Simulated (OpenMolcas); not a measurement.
# Nd⁴⁺: CASPT2 settings compared

* Program: OpenMolcas
* Basis: ANO-RCC-VDZ [7s6p4d2f]
* Scalar Hamiltonian: DKH2, point nucleus
* Active space: 2 electrons in 7 orbitals (4f)
* State averaging: 2S+1 = 3 even, 21 roots; 2S+1 = 1 even, 28 roots (27 in the spin-orbit step)
* Spin-orbit coupling: state interaction with AMFI integrals over the reference wave functions, term energies averaged over their components

Methods on the same reference wave functions:
A. CASSCF
B. SS-CASPT2, IPEA 0.4 Eh, imaginary shift 0.3 Eh (closed shells correlated: 4d 5s 5p)
C. SS-CASPT2, IPEA 0.3 Eh, sigma1 regulariser 0.25 Eh (closed shells correlated: 4d 5s 5p)
D. XMS-CASPT2, IPEA 0.5 Eh, imaginary shift 0.05 Eh (closed shells correlated: 5s 5p)

Energies in cm⁻¹ above 4f² ³H₄, the measured ground level; measured values from the list in Carvajal Gallego et al., Mon. Not. R. Astron. Soc. 518, 332 (2023).

```json
{"Level": "4f² ³H₄", "A": "0.0", "B": "0.0", "C": "0.0", "D": "0.0", "Measured": "0.0"}
{"Level": "4f² ³H₅", "A": "2981", "B": "3010", "C": "3010", "D": "2990", "Measured": "2834"}
{"Level": "4f² ³H₆", "A": "6093", "B": "6120", "C": "6120", "D": "6100", "Measured": "5743"}
{"Level": "4f² ³F₂", "A": "7812", "B": "6440", "C": "6390", "D": "7230", "Measured": "5894"}
{"Level": "4f² ³F₃", "A": "9743", "B": "8410", "C": "8370", "D": "9180", "Measured": "7785"}
{"Level": "4f² ¹D₂", "A": "27093", "B": "23670", "C": "23630", "D": "25250", "Measured": "20551"}
{"Level": "4f² ¹I₆", "A": "32414", "B": "30960", "C": "30960", "D": "30980", "Measured": "26088"}
{"Level": "4f² ³P₀", "A": "34005", "B": "29830", "C": "29750", "D": "31410", "Measured": "25051"}
{"Level": "4f² ³P₁", "A": "34535", "B": "30360", "C": "30280", "D": "31940", "Measured": "25893"}
{"Level": "4f² ³P₂", "A": "36172", "B": "32050", "C": "31970", "D": "33630", "Measured": "27479"}
```

Deviations, from unrounded energies. A percentage is the sum of absolute deviations over the sum of measured energies, with the sign that they share, or ± where signs differ.

```json
{"Against measurement": "mean absolute deviation (cm-1)", "Levels": "9", "A": "4800", "B": "2600", "C": "2600", "D": "3500"}
{"Against measurement": "fine structure of the ground term (%)", "Levels": "2", "A": "+5.8", "B": "+6.4", "C": "+6.4", "D": "+5.9"}
{"Against measurement": "other terms of the ground configuration (%)", "Levels": "7", "A": "+31.0", "B": "+16.6", "C": "+16.3", "D": "+22.3"}
```

B, C lie about equally close to measurement and A furthest from it. The largest miss of C in the table is 4f² ¹I₆, by +4900 cm-1. The ranking rests on the paired levels alone, and a cruder setting can come out closer through cancelling errors.

Among B to D the level of the table that moves most is 4f² ³P₀, by 1700 cm-1 (lowest in C, highest in D). Moves below CASPT2's spread within the term are not significant.

The two smallest mean deviations differ by little beside CASPT2's spread within terms, so their order carries little weight.

From A to B the spin-free energies of the other terms of 4f² shown, above ³H, scale by factors of 0.80 to 0.95, as is usual when dynamic correlation screens the repulsion within a d or f shell.

The lowest spin-free term lies below A's lowest term by 0.437 hartree in B, 0.438 hartree in C, 0.143 hartree in D.

Term energies are means over components that CASPT2 splits; among the terms shown or strongly mixed into the levels shown the widest spread is 660 cm-1 (4f² ¹I, C). Some high roots are left out of the spin-orbit mixing, which shifts the levels that they would mix with. The basis is small and was not contracted for so high a charge. Without dynamic correlation excited terms often stand tens of per cent too high (terms of higher spin than the ground term too low), and those without a measured partner can miss by more than the paired ones (holds for A). Some levels mix across a computed gap that differs much from the measured one, so their mixing is not that of the real levels (holds for A). The CASPT2 spread within a term exceeds the gap to the next term for 4f² ³P and 4f² ¹I, so the order of their levels is uncertain (holds for B; C). Some terms miss by over 15 % even with CASPT2, which points to a basis or an active space too small for the shells correlated (holds for B; C; D). Measured partners are found by configuration, term and J. A level has none where our copy of the source lacks it or the pairing is in doubt (some pairs that miss far off the trend of their configuration count as doubtful), and it then counts in no deviation. Levels of configurations outside the active space are missing. Levels that lie high or do not pair safely by name in every column are left out.
